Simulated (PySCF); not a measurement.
SbO₂I: from structure and modes to constants

Computed with PBE0/[Sb def2-TZVP with ECP28, O def2-TZVP, I def2-TZVP with ECP28], scalar-relativistic core potentials, density fitting, no spin–orbit coupling, PySCF.

The singlet minimum has C2v symmetry. Masses (u): Sb 120.90382, O 15.99492, I 126.90447.

```xyz
4
charge 0 multiplicity 1, angstrom
Sb    0.0000    0.0000   -1.1275
O     1.6478    0.0000   -1.8358
O    -1.6478    0.0000   -1.8358
I     0.0000    0.0000    1.5376
```

Harmonic wavenumbers (cm⁻¹): 126.9 (b2, ×1), 143.8 (b1, ×1), 180.4 (a1, ×1), 234.3 (a1, ×1), 848.0 (a1, ×1), 904.3 (b2, ×1).

Find the principal moments of inertia and the rotational constants. What kind of rotor is it?

About the centre of mass I = 86.865, 561.51, 648.38 u Å². With B = 16.8576/I this gives 0.1941, 0.03002, 0.026 cm⁻¹. The molecule is an asymmetric top with κ = -0.95.

Give the standard entropy (298.15 K, 1 bar) by its translational, rotational, vibrational and spin parts, and Cp.

Sackur–Tetrode with M = 279.80 u gives 179.1; rotation with symmetry number 2 gives 114.6; vibration 42.8; spin R ln 1 = 0.0. The total is 336.5 J/(mol K), and Cp = 4 R + 35.8 = 69.1 J/(mol K).

Only a few start shapes were tried, so a lower isomer may exist.
